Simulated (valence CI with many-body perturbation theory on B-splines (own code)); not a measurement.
## Ce⁸⁺: key properties

Method: relativistic CI+MBPT: four valence electrons over a frozen Dirac-Fock core [Kr] 4d10, radial functions for each j: 7 s, 7 p, 7 d, 7 f, 4 g, 2 h, with the one-electron correlation potential Σ1, the two-electron term Σ2, the three-electron term Σ3, Breit, model QED; selected CI, second order for the rest, scaled by the run's own slope (own B-spline code, finite nucleus).

No measured levels were compared; by estimate levels hold to about 250 cm⁻¹ or 0.2 % of their energy and the worst to 1 %, as in measured heavy ions of charge 2 to 7; those with d or f electrons hold less well.

Levels are named by their leading jj configuration (3d3/2^4 stands for four electrons in 3d with j = 3/2), which in mixed levels can hold well under half, so a name can repeat and another be missing.

Rates and lifetimes use the calculated energies. Strong lines usually hold to 10 to 20 %, long lifetimes can be off by a factor of two.

(1) What is the ground level?

(2) Among levels below 203970 cm⁻¹, which E1 lines absorb most strongly from the ground level?

(3) Name the longest-lived excited levels whose lifetime is computed, and their main decay.

(4) How well does LS coupling describe the low levels?

(5) What are the static dipole polarisabilities of the lowest levels?

Answers

(1) (5s^2 5p1/2^2) J=0, composition 82 % 5s2.5p2 3P + 16 % 5s2.5p2 1S.

(2) to (5s 5p1/2^2 5p3/2) J=1 at 54.82 nm, f = 0.337.

(3) (5s^2 5p1/2 5p3/2) J=2 at 30140 cm⁻¹ lives 284 ms, mostly by M1 to (5s^2 5p1/2 5p3/2) J=1; (4f7/2 5s^2 5p1/2) J=4 at 78545 cm⁻¹ lives 102 ms, mostly by E2 to (5s^2 5p1/2 5p3/2) J=2; (4f5/2 5s^2 5p1/2) J=2 at 77777 cm⁻¹ lives 6.96 ms, mostly by E2 to (5s^2 5p1/2^2) J=0. The lifetime of (4f5/2 5s^2 5p1/2) J=3 is too uncertain to give, and may be longer. The lifetime of (4f7/2 5s^2 5p1/2) J=3 is too uncertain to give, and may be longer.

(4) Among the lowest 20 levels the leading LS term, summed over configurations, holds 73 % on average. For single configurations the figures are 71 % in LS and 87 % in jj coupling. Terms mix most in the J = 3 level at 100510 cm⁻¹, where the leading one holds 35 %.

(5) (5s^2 5p1/2^2) J=0 2.82; (5s^2 5p1/2 5p3/2) J=1 2.95 (tensor 0.066); (5s^2 5p1/2 5p3/2) J=2 2.93 (tensor 0.076); (5s^2 5p3/2^2) J=2 3.02 (tensor 0.097) bohr³, of which the core gives 0.421.
